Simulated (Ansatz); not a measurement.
Computed with Ansatz on PBE0-D4/def2-TZVP structures; ΔE is electronic, products minus reactants. CCSD(T)/CBS is the MP2 limit (def2-TZVPP, def2-QZVPP) plus CCSD(T) − MP2 in def2-TZVPP, frozen cores. This one scheme is used for every species. DFT in def2-TZVPP. Each species was taken in one conformer, which may not be the lowest.

Reaction (formal exchange of groups at the Si–S bond): `C[Si](C)(F)S` + CH₄ → `C[Si](C)(C)F` + H₂S

```csv
level,ΔE (kcal/mol),difference from CCSD(T)/CBS
PBE-D4,15.9,0.6
revPBE-D4,16.1,0.8
ωB97M-V,14.9,-0.4
PBE-QIDH,15.7,0.4
PBE,15.6,0.3
BLYP,15.0,-0.3
PBE0,15.5,0.2
r2SCANh,16.0,0.7
r2SCAN0,15.8,0.5
BHLYP,14.9,-0.4
LC-ωPBE,14.7,-0.6
CCSD/def2-SVP,13.4,-1.9
CCSD/def2-TZVPP,14.3,-1.0
HF/def2-QZVPP,14.8,-0.5
MP2/def2-QZVPP,16.2,0.9
MP2/CBS(def2),16.5,1.2
CCSD(T)/CBS,15.3,0
```

Largest T1 diagnostic among the species: 0.011.

Leaving LDA and LC-ωPBE aside and taking each functional with its dispersion term where it has one, the values, not all of them listed here, spread over 1.6 kcal/mol, from CAM-B3LYP-D4 to B97M-V. LDA lies −0.8 kcal/mol from PBE without D4. At CCSD(T), def2-SVP lies −1.7 kcal/mol from the extrapolated value and def2-TZVPP −0.7 kcal/mol.
